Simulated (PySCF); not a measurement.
PySCF input file for Al(H)(NH2)(NMe2) (C₂H₉AlN₂), SMILES C[N](C)[AlH][NH2], TDA-PBE/def2-SVPD. Geometry: TPSSh-D3(BJ)/def2-SVP. The structure was generated by enumeration; whether it is a known compound was not checked. One conformer was computed; it need not be the lowest.

```python
import numpy as np
from pyscf import gto, scf, dft, tdscf

mol = gto.M(
    atom='''
    Al   -0.66343413   -0.87463471   -0.00000000
    H    -2.23364806   -1.05012603    0.00000000
    N     0.39773574   -2.30517125    0.00000000
    H     0.04733009   -3.26010737    0.00000000
    H     1.41419103   -2.32000757    0.00000000
    N     0.03232711    0.77847477    0.00000000
    C    -0.79589791    1.96984014    0.00000000
    C     1.45014320    1.07900501   -0.00000000
    H    -0.60978032    2.60298502    0.89182790
    H    -0.60978033    2.60298501   -0.89182790
    H    -1.86381171    1.69864686   -0.00000000
    H     1.74827801    1.66802350   -0.89163643
    H     1.74827801    1.66802350    0.89163643
    H     2.04767521    0.15363280   -0.00000000
    ''',
    basis='def2-SVPD',
    charge=0,
    spin=0,
    symmetry=True,
    max_memory=1600,
    verbose=4,
)
mf = dft.RKS(mol, xc='pbe').density_fit(auxbasis='def2-universal-jkfit')
mf.grids.level = 3
mf.conv_tol = 1e-9
mf.max_cycle = 100
mf.kernel()
mf.grids = dft.Grids(mol).set(level=1).build(with_non0tab=True)  # coarser grid for the response kernel
td = tdscf.TDA(mf)
td.singlet = True
td.nstates = 10
td.conv_tol = 1e-4
td.positive_eig_threshold = 1e-6
td.kernel(x0=td.get_init_guess(mf, 15))
td.analyze()
tt = tdscf.TDA(mf)
tt.singlet = False
tt.nstates = 4
tt.conv_tol = 1e-4
tt.positive_eig_threshold = 1e-6
tt.kernel(x0=tt.get_init_guess(mf, 9))
tt.analyze(verbose=3)
```

Program output:

```
PySCF version 2.14.0

[INPUT] verbose = 4
[INPUT] num. atoms = 14
[INPUT] num. electrons = 48
[INPUT] charge = 0
[INPUT] spin (= nelec alpha-beta = 2S) = 0
[INPUT] symmetry True subgroup None
[INPUT] Mole.unit = angstrom
[INPUT] Symbol           X                Y                Z      unit          X                Y                Z       unit  Magmom
[INPUT]  1 Al    -0.663434130000  -0.874634710000   0.000000000000 AA   -1.253708807389  -1.652820060938   0.000000000000 Bohr   0.0
[INPUT]  2 H     -2.233648060000  -1.050126030000   0.000000000000 AA   -4.220983092066  -1.984450592977   0.000000000000 Bohr   0.0
[INPUT]  3 N      0.397735740000  -2.305171250000   0.000000000000 AA    0.751611618551  -4.356142332721   0.000000000000 Bohr   0.0
[INPUT]  4 H      0.047330090000  -3.260107370000   0.000000000000 AA    0.089440907551  -6.160710065976   0.000000000000 Bohr   0.0
[INPUT]  5 H      1.414191030000  -2.320007570000   0.000000000000 AA    2.672433734517  -4.384178914218   0.000000000000 Bohr   0.0
[INPUT]  6 N      0.032327110000   0.778474770000   0.000000000000 AA    0.061089384299   1.471104110184   0.000000000000 Bohr   0.0
[INPUT]  7 C     -0.795897910000   1.969840140000   0.000000000000 AA   -1.504029073014   3.722458373775   0.000000000000 Bohr   0.0
[INPUT]  8 C      1.450143200000   1.079005010000   0.000000000000 AA    2.740373489400   2.039023955934   0.000000000000 Bohr   0.0
[INPUT]  9 H     -0.609780320000   2.602985020000   0.891827900000 AA   -1.152317800950   4.918928794146   1.685310481246 Bohr   0.0
[INPUT] 10 H     -0.609780330000   2.602985010000  -0.891827900000 AA   -1.152317819847   4.918928775248  -1.685310481246 Bohr   0.0
[INPUT] 11 H     -1.863811710000   1.698646860000   0.000000000000 AA   -3.522093679657   3.209977347752   0.000000000000 Bohr   0.0
[INPUT] 12 H      1.748278010000   1.668023500000  -0.891636430000 AA    3.303766628500   3.152107584338  -1.684948655385 Bohr   0.0
[INPUT] 13 H      1.748278010000   1.668023500000   0.891636430000 AA    3.303766628500   3.152107584338   1.684948655385 Bohr   0.0
[INPUT] 14 H      2.047675210000   0.153632800000   0.000000000000 AA    3.869545338961   0.290323915750   0.000000000000 Bohr   0.0

nuclear repulsion = 225.075989169398
point group symmetry = Cs
symmetry origin: [-2.75585066e-09  1.18107890e-09  0.00000000e+00]
symmetry axis x: [ 1.00000000e+00 -5.54635922e-11  2.14439618e-10]
symmetry axis y: [-5.54635922e-11 -1.00000000e+00 -7.58302062e-11]
symmetry axis z: [ 2.14439618e-10  7.58303294e-11 -1.00000000e+00]
num. orbitals of irrep A' = 119
num. orbitals of irrep A" = 57
number of shells = 78
number of NR pGTOs = 252
number of NR cGTOs = 176
basis = def2-SVPD
ecp = {}


[settings echo left out]
init E= -433.003675598382
HOMO (A") = -0.271207272359493  LUMO (A") = -0.0632109256199791  gap/eV = 5.65987
cycle= 1 E= -432.894487868026  delta_E= 0.109  |g|= 0.715  |ddm|=  5.7
HOMO (A") = -0.061841854996826  LUMO (A') = 0.00596303508490603  gap/eV = 1.84507
cycle= 2 E= -432.422237663282  delta_E= 0.472  |g|= 1.53  |ddm|= 2.34
HOMO (A") = -0.188245387830003  LUMO (A') = -0.022135099270546  gap/eV = 4.52009
cycle= 3 E= -433.01749965922  delta_E= -0.595  |g|= 0.155  |ddm|= 1.57
HOMO (A") = -0.177248515260534  LUMO (A') = -0.0221721215757662  gap/eV = 4.21984
cycle= 4 E= -433.022639442643  delta_E= -0.00514  |g|= 0.077  |ddm|= 0.238
HOMO (A") = -0.181928395532996  LUMO (A') = -0.0215604784229053  gap/eV = 4.36383
cycle= 5 E= -433.02367512268  delta_E= -0.00104  |g|= 0.0323  |ddm|= 0.101
HOMO (A") = -0.179301775393536  LUMO (A') = -0.0217005052587909  gap/eV = 4.28855
cycle= 6 E= -433.023916005843  delta_E= -0.000241  |g|= 0.0104  |ddm|= 0.0385
HOMO (A") = -0.179879651945424  LUMO (A') = -0.0217092259357483  gap/eV = 4.30404
cycle= 7 E= -433.023944286118  delta_E= -2.83e-05  |g|= 0.00146  |ddm|= 0.0128
HOMO (A") = -0.179934936810197  LUMO (A') = -0.0217835913063169  gap/eV = 4.30352
cycle= 8 E= -433.023944836042  delta_E= -5.5e-07  |g|= 0.000367  |ddm|= 0.0027
HOMO (A") = -0.179941291929477  LUMO (A') = -0.0217777064324483  gap/eV = 4.30385
cycle= 9 E= -433.023944878197  delta_E= -4.22e-08  |g|= 6.59e-05  |ddm|= 0.000751
HOMO (A") = -0.179950225179038  LUMO (A') = -0.0217817887800771  gap/eV = 4.30398
cycle= 10 E= -433.023944879775  delta_E= -1.58e-09  |g|= 1.71e-05  |ddm|= 0.000154
HOMO (A") = -0.179950160268256  LUMO (A') = -0.0217814940394003  gap/eV = 4.30399
cycle= 11 E= -433.023944879841  delta_E= -6.55e-11  |g|= 9.09e-06  |ddm|= 4.07e-05
HOMO (A") = -0.179948773855963  LUMO (A') = -0.0217813078398028  gap/eV = 4.30396
Extra cycle  E= -433.023944879803  delta_E= 3.81e-11  |g|= 1.52e-05  |ddm|= 2.9e-05
converged SCF energy = -433.023944879803
tot grids = 49200
Overwritten attributes  positive_eig_threshold  of <class 'pyscf.tdscf.rks.TDA'>


******** <class 'pyscf.tdscf.rks.TDA'> for <class 'pyscf.df.df_jk.DFSymAdaptedRKS'> ********
nstates = 10 singlet
deg_eia_thresh = 1.000e-03
wfnsym = None
conv_tol = 0.0001
eigh lindep = 1e-12
eigh level_shift = 0
eigh max_cycle = 100


Excitation energies (eV)
[4.32271578 4.94335181 5.14738335 5.55921275 5.65957143 5.82576403
 6.08308594 6.19852411 6.33222131 6.46546255]

** Singlet excitation energies and oscillator strengths **
Excited State   1:   A"      4.32272 eV    286.82 nm  f=0.0000
      24 -> 25       -0.70646
Excited State   2:   A'      4.94335 eV    250.81 nm  f=0.1535
      24 -> 26       -0.69032
Excited State   3:   A"      5.14738 eV    240.87 nm  f=0.0035
      24 -> 27        0.70498
Excited State   4:   A"      5.55921 eV    223.02 nm  f=0.0001
      23 -> 25        0.42158
      24 -> 28       -0.56394
Excited State   5:   A"      5.65957 eV    219.07 nm  f=0.1063
      23 -> 25       -0.55611
      24 -> 28       -0.41699
Excited State   6:   A"      5.82576 eV    212.82 nm  f=0.0000
      24 -> 29        0.70477
Excited State   7:   A'      6.08309 eV    203.82 nm  f=0.0574
      23 -> 26       -0.67960
Excited State   8:   A"      6.19852 eV    200.02 nm  f=0.0028
      24 -> 30       -0.70542
Excited State   9:   A"      6.33222 eV    195.80 nm  f=0.0042
      23 -> 27        0.69787
Excited State  10:   A"      6.46546 eV    191.76 nm  f=0.0117
      24 -> 31        0.70069

** Transition electric dipole moments (AU) **
state          X           Y           Z        Dip. S.      Osc.
  1        -0.0000      0.0000      0.0092      0.0001      0.0000
  2        -0.3725     -1.0622      0.0000      1.2671      0.1535
  3         0.0000     -0.0000      0.1662      0.0276      0.0035
  4         0.0000     -0.0000     -0.0290      0.0008      0.0001
  5         0.0000     -0.0000      0.8758      0.7670      0.1063
  6        -0.0000      0.0000      0.0160      0.0003      0.0000
  7        -0.5467      0.2934     -0.0000      0.3849      0.0574
  8        -0.0000      0.0000     -0.1350      0.0182      0.0028
  9        -0.0000      0.0000      0.1639      0.0268      0.0042
 10         0.0000     -0.0000      0.2719      0.0739      0.0117

** Transition velocity dipole moments (imaginary part, AU) **
state          X           Y           Z        Dip. S.      Osc.
  1        -0.0000     -0.0000     -0.0251      0.0006      0.0026
  2        -0.0309     -0.1114      0.0000      0.0134      0.0491
  3         0.0000     -0.0000      0.0322      0.0010      0.0037
  4         0.0000     -0.0000     -0.0067      0.0000      0.0001
  5        -0.0000     -0.0000      0.1389      0.0193      0.0618
  6         0.0000      0.0000      0.0054      0.0000      0.0001
  7        -0.0580      0.0370     -0.0000      0.0047      0.0141
  8         0.0000     -0.0000     -0.0129      0.0002      0.0005
  9        -0.0000     -0.0000      0.0448      0.0020      0.0058
 10        -0.0000     -0.0000      0.0621      0.0039      0.0108

** Transition magnetic dipole moments (imaginary part, AU) **
state          X           Y           Z
  1        -0.1482     -0.2823     -0.0000
  2        -0.0000      0.0000     -0.1771
  3        -0.5538     -0.0234     -0.0000
  4        -0.7532      0.0714     -0.0000
  5         0.5046      0.1389     -0.0000
  6         0.0797      0.1475      0.0000
  7        -0.0000     -0.0000      0.3659
  8         0.4153     -0.2898      0.0000
  9        -0.0379      0.1329      0.0000
 10        -0.0347     -0.1475     -0.0000


******** <class 'pyscf.tdscf.rks.TDA'> for <class 'pyscf.df.df_jk.DFSymAdaptedRKS'> ********
nstates = 4 triplet
deg_eia_thresh = 1.000e-03
wfnsym = None
conv_tol = 0.0001
eigh lindep = 1e-12
eigh level_shift = 0
eigh max_cycle = 100


Excitation energies (eV)
[4.07689056 4.20981541 5.04533427 5.1605192 ]

** Triplet excitation energies and oscillator strengths **
Excited State   1:   A'      4.07689 eV    304.11 nm  f=0.0000
Excited State   2:   A"      4.20982 eV    294.51 nm  f=0.0000
Excited State   3:   A"      5.04533 eV    245.74 nm  f=0.0000
Excited State   4:   A'      5.16052 eV    240.26 nm  f=0.0000
```

The run converged.
